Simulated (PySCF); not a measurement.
Li(Cl) cation (ClLi), SMILES [Cl][Li] (connectivity only; charge and spin as stated), charge +1, multiplicity 2. Atoms are numbered in the order given.

```xyz
2

Li     0.0000     0.0000    -2.0349
Cl     0.0000     0.0000     0.3591
```
Charge +1, spin multiplicity 2.

The structure is a stationary point at PBE-D3(BJ)/def2-TZVPD. The spin state was assumed, not searched.

Level of theory: PBE-D3(BJ)/def2-TZVPD (PySCF).

Frequencies are harmonic and unscaled.

```tsv
mode	ν (cm⁻¹)	IR (km/mol)	moving atoms (share of kinetic energy)
1	316	137.4	Li 84 %, Cl 16 %
```
